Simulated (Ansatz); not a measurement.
`[AlH2]/[CH]=C/B[SiH3]` and `C/C=[CH]/[AlH2]` differ in one atom or group.

Ansatz, PBE0-D4/def2-TZVP geometries, multiplicity 1. Each molecule was computed in one conformer, which needn't be the lowest.

```json
{"property": "HOMO–LUMO gap (B3LYP/def2-TZVPP) / eV", "`[AlH2]/[CH]=C/B[SiH3]`": "4.41"}
{"property": "HOMO–LUMO gap (PBE/def2-TZVPP) / eV", "`[AlH2]/[CH]=C/B[SiH3]`": "2.68"}
{"property": "HOMO–LUMO gap (PBE0/def2-TZVPP) / eV", "`[AlH2]/[CH]=C/B[SiH3]`": "4.76"}
{"property": "HOMO energy (PBE0/def2-TZVPP) / eV", "`[AlH2]/[CH]=C/B[SiH3]`": "-7.70"}
{"property": "LUMO energy (B3LYP/def2-TZVPP) / eV", "`[AlH2]/[CH]=C/B[SiH3]`": "-3.09"}
{"property": "size of the dipole moment (PBE/def2-TZVPP) / D", "`[AlH2]/[CH]=C/B[SiH3]`": "1.22"}
```

Task: What does the change do to each property? (Best estimate.)

Result: Ansatz gave: 
```tsv
property	`C/C=[CH]/[AlH2]`	shift
HOMO–LUMO gap (B3LYP/def2-TZVPP) / eV	5.75	1.34
HOMO–LUMO gap (PBE/def2-TZVPP) / eV	4.33	1.65
HOMO–LUMO gap (PBE0/def2-TZVPP) / eV	6.18	1.42
HOMO energy (PBE0/def2-TZVPP) / eV	-7.66	0.04
LUMO energy (B3LYP/def2-TZVPP) / eV	-1.68	1.41
size of the dipole moment (PBE/def2-TZVPP) / D	1.65	0.43
```

Dipoles are sizes alone; their direction can turn.

B3LYP here is the variant with VWN-RPA as its local correlation; programs differ in this.
